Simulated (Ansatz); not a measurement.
## Molecular dynamics of BFGeH4

The input (input.yaml):

```yaml
crystal:
  periodic: [false, false, false]
  atoms:
    - { symbol: F, position_ang: [-1.554916, -1.45938, 0.508022] }
    - { symbol: B, position_ang: [-0.305663, -1.203244, 0.188478] }
    - { symbol: Ge, position_ang: [0.265911, 0.795815, -0.151945] }
    - { symbol: H, position_ang: [0.438138, -2.143826, 0.114512] }
    - { symbol: H, position_ang: [1.734099, 0.890649, -0.594705] }
    - { symbol: H, position_ang: [0.095764, 1.622778, 1.133708] }
    - { symbol: H, position_ang: [-0.612133, 1.429207, -1.24377] }
basis:
  gaussian: { orbitals: def2-SVP }
hamiltonian:
  xc: hf
md:
  timestep: 0.5
  n_steps: 100
  ensemble: nve
  temperature: 1000.0
  initial_velocities: maxwell_boltzmann
  seed: 105496
scf:
  lower_state_search: "off"
```

Launched with:

```bash
$ ansatz run input.yaml --threads 1 --pin off --max-ram 2048MiB --backend cpu --events-out ev --progress --plain --runs-dir out
```

It starts from a relaxed structure.

Output, in part (one step line in 2, the closing report, with atoms numbered from 0):

```
md step     0: t =     0.00 fs  T =  1000.0 K  F+E_penalty+E_count = -59905.36055031 eV  E_kin = 0.646300 eV  conserved = -59904.71425031 eV  (24 SCF iters)
md step     2: t =     1.00 fs  T =   980.0 K  F+E_penalty+E_count = -59905.34756448 eV  E_kin = 0.633377 eV  conserved = -59904.71418797 eV  (27 SCF iters)
md step     4: t =     2.00 fs  T =   925.8 K  F+E_penalty+E_count = -59905.31235993 eV  E_kin = 0.598321 eV  conserved = -59904.71403881 eV  (27 SCF iters)
md step     6: t =     3.00 fs  T =   851.3 K  F+E_penalty+E_count = -59905.26405685 eV  E_kin = 0.550166 eV  conserved = -59904.71389092 eV  (27 SCF iters)
md step     8: t =     4.00 fs  T =   770.6 K  F+E_penalty+E_count = -59905.21182302 eV  E_kin = 0.498017 eV  conserved = -59904.71380558 eV  (27 SCF iters)
md step    10: t =     5.00 fs  T =   692.2 K  F+E_penalty+E_count = -59905.16116620 eV  E_kin = 0.447388 eV  conserved = -59904.71377773 eV  (27 SCF iters)
md step    12: t =     6.00 fs  T =   619.3 K  F+E_penalty+E_count = -59905.11400216 eV  E_kin = 0.400231 eV  conserved = -59904.71377123 eV  (27 SCF iters)
md step    14: t =     7.00 fs  T =   552.4 K  F+E_penalty+E_count = -59905.07075987 eV  E_kin = 0.356998 eV  conserved = -59904.71376144 eV  (27 SCF iters)
md step    16: t =     8.00 fs  T =   492.5 K  F+E_penalty+E_count = -59905.03201538 eV  E_kin = 0.318276 eV  conserved = -59904.71373962 eV  (27 SCF iters)
md step    18: t =     9.00 fs  T =   441.7 K  F+E_penalty+E_count = -59904.99915327 eV  E_kin = 0.285451 eV  conserved = -59904.71370187 eV  (27 SCF iters)
md step    20: t =    10.00 fs  T =   403.7 K  F+E_penalty+E_count = -59904.97454188 eV  E_kin = 0.260885 eV  conserved = -59904.71365643 eV  (27 SCF iters)
md step    22: t =    11.00 fs  T =   382.6 K  F+E_penalty+E_count = -59904.96088931 eV  E_kin = 0.247255 eV  conserved = -59904.71363458 eV  (27 SCF iters)
md step    24: t =    12.00 fs  T =   380.1 K  F+E_penalty+E_count = -59904.95933551 eV  E_kin = 0.245666 eV  conserved = -59904.71366961 eV  (27 SCF iters)
md step    26: t =    13.00 fs  T =   392.8 K  F+E_penalty+E_count = -59904.96759262 eV  E_kin = 0.253837 eV  conserved = -59904.71375564 eV  (27 SCF iters)
md step    28: t =    14.00 fs  T =   412.3 K  F+E_penalty+E_count = -59904.98032172 eV  E_kin = 0.266472 eV  conserved = -59904.71384934 eV  (27 SCF iters)
md step    30: t =    15.00 fs  T =   429.7 K  F+E_penalty+E_count = -59904.99160913 eV  E_kin = 0.277694 eV  conserved = -59904.71391463 eV  (27 SCF iters)
md step    32: t =    16.00 fs  T =   438.3 K  F+E_penalty+E_count = -59904.99720325 eV  E_kin = 0.283264 eV  conserved = -59904.71393967 eV  (27 SCF iters)
md step    34: t =    17.00 fs  T =   435.6 K  F+E_penalty+E_count = -59904.99543491 eV  E_kin = 0.281514 eV  conserved = -59904.71392132 eV  (27 SCF iters)
md step    36: t =    18.00 fs  T =   423.3 K  F+E_penalty+E_count = -59904.98743523 eV  E_kin = 0.273570 eV  conserved = -59904.71386562 eV  (27 SCF iters)
md step    38: t =    19.00 fs  T =   406.7 K  F+E_penalty+E_count = -59904.97667026 eV  E_kin = 0.262872 eV  conserved = -59904.71379829 eV  (27 SCF iters)
md step    40: t =    20.00 fs  T =   392.3 K  F+E_penalty+E_count = -59904.96728685 eV  E_kin = 0.253530 eV  conserved = -59904.71375709 eV  (27 SCF iters)
md step    42: t =    21.00 fs  T =   383.8 K  F+E_penalty+E_count = -59904.96180621 eV  E_kin = 0.248040 eV  conserved = -59904.71376618 eV  (27 SCF iters)
md step    44: t =    22.00 fs  T =   380.4 K  F+E_penalty+E_count = -59904.95968433 eV  E_kin = 0.245869 eV  conserved = -59904.71381537 eV  (27 SCF iters)
md step    46: t =    23.00 fs  T =   377.7 K  F+E_penalty+E_count = -59904.95797323 eV  E_kin = 0.244113 eV  conserved = -59904.71386041 eV  (27 SCF iters)
md step    48: t =    24.00 fs  T =   371.6 K  F+E_penalty+E_count = -59904.95403710 eV  E_kin = 0.240188 eV  conserved = -59904.71384957 eV  (26 SCF iters)
md step    50: t =    25.00 fs  T =   363.3 K  F+E_penalty+E_count = -59904.94858313 eV  E_kin = 0.234811 eV  conserved = -59904.71377194 eV  (26 SCF iters)
md step    52: t =    26.00 fs  T =   359.8 K  F+E_penalty+E_count = -59904.94619113 eV  E_kin = 0.232507 eV  conserved = -59904.71368431 eV  (25 SCF iters)
md step    54: t =    27.00 fs  T =   368.7 K  F+E_penalty+E_count = -59904.95193624 eV  E_kin = 0.238267 eV  conserved = -59904.71366917 eV  (26 SCF iters)
md step    56: t =    28.00 fs  T =   391.3 K  F+E_penalty+E_count = -59904.96666977 eV  E_kin = 0.252921 eV  conserved = -59904.71374844 eV  (26 SCF iters)
md step    58: t =    29.00 fs  T =   420.7 K  F+E_penalty+E_count = -59904.98577834 eV  E_kin = 0.271921 eV  conserved = -59904.71385734 eV  (27 SCF iters)
md step    60: t =    30.00 fs  T =   447.1 K  F+E_penalty+E_count = -59905.00286105 eV  E_kin = 0.288947 eV  conserved = -59904.71391426 eV  (27 SCF iters)
md step    62: t =    31.00 fs  T =   465.1 K  F+E_penalty+E_count = -59905.01451445 eV  E_kin = 0.300620 eV  conserved = -59904.71389411 eV  (27 SCF iters)
md step    64: t =    32.00 fs  T =   476.7 K  F+E_penalty+E_count = -59905.02194086 eV  E_kin = 0.308107 eV  conserved = -59904.71383363 eV  (27 SCF iters)
md step    66: t =    33.00 fs  T =   487.5 K  F+E_penalty+E_count = -59905.02888683 eV  E_kin = 0.315099 eV  conserved = -59904.71378814 eV  (27 SCF iters)
md step    68: t =    34.00 fs  T =   502.1 K  F+E_penalty+E_count = -59905.03829262 eV  E_kin = 0.324499 eV  conserved = -59904.71379387 eV  (27 SCF iters)
md step    70: t =    35.00 fs  T =   520.1 K  F+E_penalty+E_count = -59905.04999737 eV  E_kin = 0.336144 eV  conserved = -59904.71385328 eV  (27 SCF iters)
md step    72: t =    36.00 fs  T =   536.3 K  F+E_penalty+E_count = -59905.06054091 eV  E_kin = 0.346604 eV  conserved = -59904.71393706 eV  (27 SCF iters)
md step    74: t =    37.00 fs  T =   543.0 K  F+E_penalty+E_count = -59905.06496576 eV  E_kin = 0.350967 eV  conserved = -59904.71399913 eV  (27 SCF iters)
md step    76: t =    38.00 fs  T =   534.8 K  F+E_penalty+E_count = -59905.05963624 eV  E_kin = 0.345633 eV  conserved = -59904.71400321 eV  (27 SCF iters)
md step    78: t =    39.00 fs  T =   511.3 K  F+E_penalty+E_count = -59905.04441736 eV  E_kin = 0.330469 eV  conserved = -59904.71394790 eV  (27 SCF iters)
md step    80: t =    40.00 fs  T =   477.9 K  F+E_penalty+E_count = -59905.02274039 eV  E_kin = 0.308872 eV  conserved = -59904.71386846 eV  (27 SCF iters)
md step    82: t =    41.00 fs  T =   442.0 K  F+E_penalty+E_count = -59904.99949656 eV  E_kin = 0.285686 eV  conserved = -59904.71381017 eV  (27 SCF iters)
md step    84: t =    42.00 fs  T =   409.3 K  F+E_penalty+E_count = -59904.97833103 eV  E_kin = 0.264537 eV  conserved = -59904.71379357 eV  (27 SCF iters)
md step    86: t =    43.00 fs  T =   381.5 K  F+E_penalty+E_count = -59904.96036931 eV  E_kin = 0.246567 eV  conserved = -59904.71380240 eV  (27 SCF iters)
md step    88: t =    44.00 fs  T =   358.1 K  F+E_penalty+E_count = -59904.94523176 eV  E_kin = 0.231432 eV  conserved = -59904.71379964 eV  (27 SCF iters)
md step    90: t =    45.00 fs  T =   339.4 K  F+E_penalty+E_count = -59904.93311901 eV  E_kin = 0.219349 eV  conserved = -59904.71376975 eV  (27 SCF iters)
md step    92: t =    46.00 fs  T =   328.0 K  F+E_penalty+E_count = -59904.92574578 eV  E_kin = 0.212015 eV  conserved = -59904.71373075 eV  (27 SCF iters)
md step    94: t =    47.00 fs  T =   327.5 K  F+E_penalty+E_count = -59904.92536568 eV  E_kin = 0.211655 eV  conserved = -59904.71371087 eV  (26 SCF iters)
md step    96: t =    48.00 fs  T =   339.6 K  F+E_penalty+E_count = -59904.93318550 eV  E_kin = 0.219466 eV  conserved = -59904.71371949 eV  (26 SCF iters)
md step    98: t =    49.00 fs  T =   363.6 K  F+E_penalty+E_count = -59904.94876414 eV  E_kin = 0.235018 eV  conserved = -59904.71374577 eV  (26 SCF iters)
md step   100: t =    50.00 fs  T =   397.3 K  F+E_penalty+E_count = -59904.97054929 eV  E_kin = 0.256769 eV  conserved = -59904.71378039 eV  (26 SCF iters)
Total energy: -59904.97054929 eV, -2201.4670626391 hartree
Atom 0 at    -1.583566    -1.640631     0.477929 Å, force    -1.508973     0.539236     0.479389 eV/Å
Atom 1 at    -0.436017    -1.077818     0.314507 Å, force     1.189702    -0.801144    -0.784807 eV/Å
Atom 2 at     0.285241     0.820145    -0.156716 Å, force     0.117884     1.231424    -0.764644 eV/Å
Atom 3 at     0.405996    -1.902393     0.136724 Å, force     0.614629    -0.097070     0.268031 eV/Å
Atom 4 at     1.652373     0.527388    -0.830186 Å, force    -0.234516    -0.170877    -0.010722 eV/Å
Atom 5 at     0.690168     1.868061     0.893167 Å, force    -0.333665    -0.229139     0.334102 eV/Å
Atom 6 at    -0.547514     1.623783    -1.230561 Å, force     0.154940    -0.472430     0.478650 eV/Å
Dipole moment:     0.027014    -0.008241     0.111897 e Å
```

All steps were run. The conserved energy stayed within 0.088 meV per atom of its start (net change 0.067 meV per atom), so the integration is sound. A run of 0.05 ps of so small a system gives no equilibrium averages.

The same pairs are bonded in the first frame and the last. Pairs count as bonded within 1.25 times the sum of covalent radii (0.12 Å more for H–H).

Last frame:

```xyz
7
Properties=species:S:1:pos:R:3
F -1.584 -1.641 0.478
B -0.436 -1.078 0.315
Ge 0.285 0.820 -0.157
H 0.406 -1.902 0.137
H 1.652 0.527 -0.830
H 0.690 1.868 0.893
H -0.547 1.624 -1.231
```

The run took 71 s on 1 CPU thread of a shared host.
